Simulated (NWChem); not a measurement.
The numbers come from NWChem runs, not from measurements. System: F₃Te (+1), charge 1, spin multiplicity 1, at a geometry optimised with PBE/def2-SVP with def2 effective core potentials on Te. The structure started from a generated list of species. Level: EOM-CCSD/def2-SVP with def2 effective core potentials on Te, 7 core orbitals frozen.

Part of the output:

```
             Northwest Computational Chemistry Package (NWChem) 7.3.0
             --------------------------------------------------------

                                NWChem Input Module
                                -------------------

 Scaling coordinates for geometry "geometry" by  1.889725989
 (inverse scale =  0.529177249)

 Turning off AUTOSYM since
 SYMMETRY directive was detected!

                             Geometry "geometry" -> ""
                             -------------------------

 Output coordinates in angstroms (scale by  1.889725989 to convert to a.u.)

  No.       Tag          Charge          X              Y              Z
 ---- ---------------- ---------- -------------- -------------- --------------
    1 Te                  52.0000    -0.30692600    -0.11434300     0.00000000
    2 F                    9.0000     0.87547800    -0.54308200     1.41083400
    3 F                    9.0000     0.87547800    -0.54308200    -1.41083400
    4 F                    9.0000     0.02239500     1.74681200     0.00000000

 Effective nuclear repulsion energy (a.u.)     438.6617251464

            Nuclear Dipole moment (a.u.)
            ----------------------------
        X                 Y               Z
 ---------------- ---------------- ----------------
     0.0000132281    -0.0000075589     0.0000000000

      Symmetry information
      --------------------

 Group name             Cs
 Group number              2
 Group order               2
 No. of unique centers     3

      Symmetry unique atoms

     1    2    4


 Summary of "ao basis" -> "" (spherical)
 ------------------------------------------------------------------------------
       Tag                 Description            Shells   Functions and Types
 ---------------- ------------------------------  ------  ---------------------
 *                          def2-svp                  on all atoms

 Summary of "ao basis" -> "ao basis" (spherical)
 ------------------------------------------------------------------------------
       Tag                 Description            Shells   Functions and Types
 ---------------- ------------------------------  ------  ---------------------
 Te                         def2-svp                10       26   4s4p2d
 F                          def2-svp                 6       14   3s2p1d

                                 NWChem SCF Module
                                 -----------------
[...]
   0.0042066032497   0.2646731088776    7.20212
   0.0066403133974   0.2887559927086    7.85745     1.5     1.5

 Iteration  15 using   31 trial vectors
   0.0036181673891   0.2646951723673    7.20273
   0.0037511005058   0.2887209073965    7.85650     1.2     1.2

 Iteration  16 using   33 trial vectors
   0.0038928159272   0.2646374155157    7.20115
   0.0015033291023   0.2886633005769    7.85493     1.2     1.2

 Iteration  17 using   35 trial vectors
   0.0031075683689   0.2646603462940    7.20178
   0.0005933840252   0.2886609117471    7.85487     1.3     1.3

 Iteration  18 using   37 trial vectors
   0.0024151127892   0.2646643746072    7.20189
   0.0001950159980   0.2886579453804    7.85479     1.2     1.2

 Iteration  19 using   39 trial vectors
   0.0012703851356   0.2646721990446    7.20210
   0.0469946852916   0.2880332073916    7.83779     1.4     1.4

 Iteration  20 using   41 trial vectors
   0.0009643254934   0.2646617802126    7.20182
   0.0315280756847   0.2837332420254    7.72078     1.3     1.3

 Iteration  21 using   43 trial vectors
   0.0006416759737   0.2646677379674    7.20198
   0.0239920945008   0.2841547420613    7.73225     1.2     1.2

 Iteration  22 using   45 trial vectors
   0.0003607171056   0.2646622518123    7.20183
   0.0136809014047   0.2839168546492    7.72577     1.4     1.4

 Iteration  23 using   47 trial vectors
   0.0001521478522   0.2646635658740    7.20187
   0.0069244849471   0.2838519273932    7.72401     1.5     1.5

 Iteration  24 using   49 trial vectors
   0.0000526631688   0.2646632211078    7.20186
   0.0033846233861   0.2838001116028    7.72260     1.4     1.4

 Iteration  25 using   51 trial vectors
   0.0000186964658   0.2646632728903    7.20186
   0.0021563215867   0.2837612698573    7.72154     1.4     1.4

 Iteration  26 using   53 trial vectors
   0.0000076559723   0.2646632727314    7.20186
   0.0013024181244   0.2837643592057    7.72162     1.2     1.2

 Iteration  27 using   54 trial vectors
   0.0000073148955   0.2646632859754    7.20186
   0.0006277508006   0.2837601983415    7.72151     0.9     0.9

 Iteration  28 using   55 trial vectors
   0.0000069067710   0.2646632767064    7.20186
   0.0002547619686   0.2837563478690    7.72141     0.8     0.8

 Iteration  29 using   56 trial vectors
   0.0000068800466   0.2646632789228    7.20186
   0.0001166895433   0.2837534203503    7.72133     0.8     0.8

 Iteration  30 using   57 trial vectors
   0.0000068799541   0.2646632789049    7.20186
   0.0000692382081   0.2837531537694    7.72132     0.8     0.8

 Iteration  31 using   58 trial vectors
   0.0000069371484   0.2646632755716    7.20186
   0.0000616200884   0.2837528088446    7.72131     0.8     0.8

 Iteration  32 using   59 trial vectors
   0.0000069100972   0.2646632778172    7.20186
   0.0000343916133   0.2837523423456    7.72130     0.9     0.9

 Iteration  33 using   60 trial vectors
   0.0000068654338   0.2646632738604    7.20186
   0.0000154632865   0.2837527620609    7.72131     0.8     0.8

 Iteration  34 using   61 trial vectors
   0.0000068630733   0.2646632744807    7.20186
   0.0000053038829   0.2837528820013    7.72131     0.8     0.8
 --------------------------------------------------------------
 Iterations converged
 ------------------

 Excited state root  1
 Excitation energy / hartree =        0.264663274480747
                   / eV      =        7.201857195018621
 largest EOMCCSD amplitudes: R1 and R2

 Singles contributions
    27a'  (alpha) ---    22a"  (alpha)       -0.2547218261
    27a'  (alpha) ---    23a"  (alpha)        0.1321854221
    28a'  (alpha) ---    21a"  (alpha)        0.1101669983
    28a'  (alpha) ---    23a"  (alpha)       -0.2429100967
    26a"  (alpha) ---    19a'  (alpha)        0.2788699661
    26a"  (alpha) ---    24a'  (alpha)        0.1321874346
    26a"  (alpha) ---    25a'  (alpha)       -0.7518628132

 Doubles contributions
 ------------------

 Excited state root  2
 Excitation energy / hartree =        0.283752882001316
                   / eV      =        7.721312066654378
 largest EOMCCSD amplitudes: R1 and R2

 Singles contributions
    27a'  (alpha) ---    22a"  (alpha)        0.6698317443
    27a'  (alpha) ---    23a"  (alpha)        0.3698058443
    28a'  (alpha) ---    18a"  (alpha)       -0.1150851623
    28a'  (alpha) ---    21a"  (alpha)        0.2195607037
    26a"  (alpha) ---    24a'  (alpha)        0.3697981495

 Doubles contributions

 Task  times  cpu:      103.7s     wall:      103.7s

 Total times  cpu:      103.8s     wall:      103.8s
```

### Question
Write an NWChem input that would produce this output.

### Answer
Several could match; the one computed here: 
```
start mol
memory heap 100 mb stack 700 mb global 1900 mb
charge 1
geometry units angstroms nocenter noautoz
  Te    -0.306926    -0.114343     0.000000
  F      0.875478    -0.543082     1.410834
  F      0.875478    -0.543082    -1.410834
  F      0.022395     1.746812     0.000000
  symmetry group Cs
end
basis spherical
  * library def2-svp
end
ecp
  Te library def2-ecp
end
scf
  rhf
  nopen 0
  maxiter 100
  thresh 1e-7
  semidirect memsize 60000000 filesize 0
end
tce
  freeze core 7
  ccsd
  nroots 2
  2eorb
  2emet 13
  thresh 1e-5
  maxiter 200
  tilesize 24
end
task tce energy
```
